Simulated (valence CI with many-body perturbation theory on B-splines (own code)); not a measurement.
**As: input, log and results**

Computed by configuration interaction combined with many-body perturbation theory (CI+MBPT): five valence electrons over a frozen Dirac-Fock core [Ar] 3d10, radial functions for each j: 6 s, 6 p, 5 d, 3 f, 1 g, with the one-electron correlation potential Σ1 (screened to all orders), the two-electron term Σ2, the three-electron term Σ3, Breit, model QED; selected single and double excitations, second order for the rest, scaled by the run's own slope (own B-spline code, finite nucleus).

Command, and the settings that its task file holds:

```sh
python run_cv.py task.json out
```

```
atom As  Z=33  mass_number=75  rms_radius_fm=4.0968
core [Ar] 3d10
valence 4s2 4p3
avg = 1
basis = S
breit = 1
cap = 10000
capref = 1200
cscale = 1
de = 0.0
dress = 0
eps = 2e-08
extrap = 1
h = 0.27
hh = 1
l2 = 3
lcore = 6
maxit = 60
n2 = 5
natural = 1
nlev = 21
nno = [3, 3, 3, 2, 1]
nroot = 26
nsp = [3, 3, 2, 1, 0]
pt2 = 1
qed = 1
rpa = 1
s1 = 1
s2 = 1
s3 = 1
screen = 1
tol = 0.0003
whole = 1
```

It took 2.1 min on 1 thread of Arm Neoverse N1 (shared host).

Log. The first blocks belong to the next ion, which gives the ionisation energy. Fields: 2J, parity (1 odd), roots, reference size, generating configurations, candidates as configurations/state functions, variational space P, stored matrix elements, Davidson steps; e2 is the range of second-order energies in hartree. The first line gives the box (bohr), its intervals, the orbitals and the steps of their self-consistent field. Window is the range of levels sought, series limit the energy at which the first omitted orbital would enter, core excitation an estimate of the first excitation out of the core, left out the lowest levels not solved, and shifts from estimates the range by which levels moved from their first estimate, all in cm⁻¹.

```
rmax 49.2 intervals 68 orbitals 36 references ['4s2 4p3'] scf 10 t 2.1
2J=0 par=0 roots 2 ref 24 generators 11 cand 3923/6226 P 728/1000 nnz 0 it 0
2J=0 par=0 roots 2 ref 24 generators 69 cand 14828/28166 P 3135/5000 nnz 1.3e+06 it 6
   second order: generators 163 cand 20351/39133 e2 -0.00023 -0.00015
2J=2 par=0 roots 2 ref 49 generators 11 cand 4876/16481 P 386/1000 nnz 0 it 0
2J=2 par=0 roots 2 ref 49 generators 78 cand 16173/63988 P 1682/4998 nnz 2.2e+06 it 9
   second order: generators 224 cand 25267/111236 e2 -0.00160 -0.00100
reference levels 149, estimated 149, window 63523 1/cm; series limit 71042, core excitation 358868
2J=3 par=1 roots 9 ref 24 generators 98 cand 37828/410961 P 979/3525 nnz 1.4e+06 it 4
2J=3 par=1 roots 9 ref 24 generators 241 cand 64001/809324 P 2025/9997 nnz 8e+06 it 13
   second order: generators 368 cand 82448/1123687 e2 -0.00688 -0.00383
2J=5 par=1 roots 5 ref 19 generators 78 cand 35094/452292 P 870/3518 nnz 1.4e+06 it 9
2J=5 par=1 roots 5 ref 19 generators 193 cand 56899/864496 P 1785/9997 nnz 8.6e+06 it 14
   second order: generators 445 cand 93093/1584898 e2 -0.00629 -0.00460
2J=1 par=1 roots 6 ref 15 generators 81 cand 32772/194688 P 1194/3515 nnz 1e+06 it 4
2J=1 par=1 roots 6 ref 15 generators 219 cand 61707/425469 P 2795/10000 nnz 6.2e+06 it 11
   second order: generators 316 cand 78000/577572 e2 -0.00343 -0.00262
2J=1 par=0 roots 6 ref 16 generators 92 cand 34874/209699 P 1267/3513 nnz 9.1e+05 it 6
2J=1 par=0 roots 6 ref 16 generators 211 cand 53366/351008 P 2854/10000 nnz 6.2e+06 it 11
   second order: generators 559 cand 99203/756035 e2 -0.00498 -0.00265
2J=3 par=0 roots 7 ref 22 generators 103 cand 40766/433720 P 912/3527 nnz 1.2e+06 it 12
2J=3 par=0 roots 7 ref 22 generators 210 cand 58328/731789 P 1888/9997 nnz 7.7e+06 it 11
   second order: generators 504 cand 97889/1390999 e2 -0.00823 -0.00472
2J=5 par=0 roots 6 ref 20 generators 81 cand 34374/451575 P 921/3515 nnz 1.2e+06 it 5
2J=5 par=0 roots 6 ref 20 generators 196 cand 53992/795122 P 1784/9983 nnz 7.9e+06 it 10
   second order: generators 430 cand 88108/1562250 e2 -0.00917 -0.00548
2J=7 par=1 roots 2 ref 12 generators 27 cand 18668/240759 P 737/3488 nnz 1.2e+06 it 6
2J=7 par=1 roots 2 ref 12 generators 71 cand 32436/488916 P 1746/9999 nnz 9.6e+06 it 9
   second order: generators 167 cand 57543/1057520 e2 -0.00291 -0.00252
2J=7 par=0 roots 2 ref 10 generators 44 cand 25657/372622 P 715/3490 nnz 1.3e+06 it 5
2J=7 par=0 roots 2 ref 10 generators 92 cand 37022/615903 P 1433/9981 nnz 9.9e+06 it 10
   second order: generators 227 cand 69308/1386584 e2 -0.00522 -0.00409
2J=9 par=0 roots 2 ref 4 generators 46 cand 23078/345628 P 661/3489 nnz 1.6e+06 it 3
2J=9 par=0 roots 2 ref 4 generators 101 cand 36773/650910 P 1398/9995 nnz 1.1e+07 it 6
   second order: generators 244 cand 64255/1365169 e2 -0.00373 -0.00329
left out: unestimated none, estimated 67040, shifts from estimates -208 to 249
operators 4.0
```

The Davidson iterations converged.

Set against measurement, 11 paired levels are off by 144 cm⁻¹ on average, the worst by 205. These come from a selection out of the NIST Handbook of Basic Atomic Spectroscopic Data. Levels without a partner in it may be off by more. Among the levels kept, up to 2200 cm⁻¹ of a level comes from second order outside the variational space, and about a tenth of that is noise between levels of different J, which matters for small intervals.

- Valence energy: -6.210553 hartree
- Ionisation energy: 9.7507 eV (NIST: 9.78855 eV (measured))
- Reference configurations for the orbitals: 4s2 4p3
- Radial orbitals: 36
- Box radius: 49.23 bohr
- Largest variational space: 10000
- Lowest levels: 4s2 4p3 4S°_3/2 0.0000, 4s2 4p3 2D°_3/2 1.327, 4s2 4p3 2D°_5/2 1.365, 4s2 4p3 2P°_1/2 2.271, 4s2 4p3 2P°_3/2 2.327, 4s2 4p2 5s 4P_1/2 6.260, 4s2 4p2 5s 4P_3/2 6.374, 4s2 4p2 5s 4P_5/2 6.533, 4s2 4p2 5s 2P_1/2 6.569, 4s2 4p2 5s 2P_3/2 6.751, 4s2 4p2 5p 2S°_1/2 7.432, 4s2 4p2 5p 4D°_1/2 7.513, 4s2 4p2 5p 4D°_3/2 7.525, 4s2 4p2 5s 2D_5/2 7.527 eV

Names give the largest LS component (configuration and term), which can be under half, so a name can repeat, a term be missing and a line seem to break the LS rules; names also repeat where a configuration has a term twice.
